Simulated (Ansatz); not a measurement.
Two isomers of GaH5SSi: A = `S[SiH2][GaH2]`, B = `[SiH3][GaH][SH]`.

Program: Ansatz. Geometries: PBE0-D4/def2-TZVP. ΔE: electronic, gas phase. CCSD(T)/CBS is the MP2 limit (def2-TZVPP, def2-QZVPP) plus CCSD(T) − MP2 in def2-TZVPP, frozen cores. Functionals use def2-TZVPP. For Ga outer-core shells are correlated without core-valence functions, which leaves a few kJ/mol of doubt a bond. Scalar relativity is left out up to krypton. One conformer a species, not always the lowest.

A:

```xyz
8

S     0.8613    1.8582    0.6160
Si    0.9719   -0.0935   -0.3134
Ga   -1.1934   -0.9706    0.2346
H    -0.2157    2.2598   -0.0808
H     1.3183    0.0223   -1.7578
H     2.1153   -0.7355    0.3864
H    -2.4442   -0.3238   -0.4689
H    -1.4135   -2.0168    1.3840
```

B:

Z-matrix (Å, degrees):
```
Si
Ga 1 2.404
H 1 1.489 2 110.5
H 1 1.488 2 110.9 3 120.2
H 1 1.489 2 110.6 3 -119.5
S 2 2.205 1 118.6 3 -119.7
H 2 1.565 1 128.2 3 60.2
H 6 1.343 2 95.4 1 -0.0
```

**Question.** Which isomer does CCSD(T)/CBS put lower? Give the gap. (Estimate.)

**Answer.** Computed: B, by 58.8 kJ/mol.

**Question.** Give E(B) − E(A) in kJ/mol with B2PLYP, PBE-D4, r2SCAN-D4, CCSD(T)/def2-SVP, PBE0-D4, MP2/def2-TZVPP, HF/def2-TZVPP. (Estimate.)

**Answer.** The calculation gave: B2PLYP -59.6, PBE-D4 -54.6, r2SCAN-D4 -57.2, CCSD(T)/def2-SVP -67.3, PBE0-D4 -55.0, MP2/def2-TZVPP -59.0, HF/def2-TZVPP -60.3. None reverses the order clearly.

**Question.** Does the order hold for the free energy at 298.15 K (harmonic terms from PBE0-D4)? (Estimate.)

**Answer.** The calculation gave: Yes: G(B) − G(A) = -55.4 kJ/mol, for one conformer each. Modes under 60 cm⁻¹, often nearly free rotors, make the harmonic entropy too high.

Largest T1 diagnostic: 0.014.

Leaving LDA and LC-ωPBE aside and taking each functional with its dispersion term where it has one, the values, not all of them listed here, spread over 8.8 kJ/mol, from B2PLYP to B97M-V. At CCSD(T), def2-SVP lies −8.5 kJ/mol from the extrapolated value and def2-TZVPP −1.1 kJ/mol.
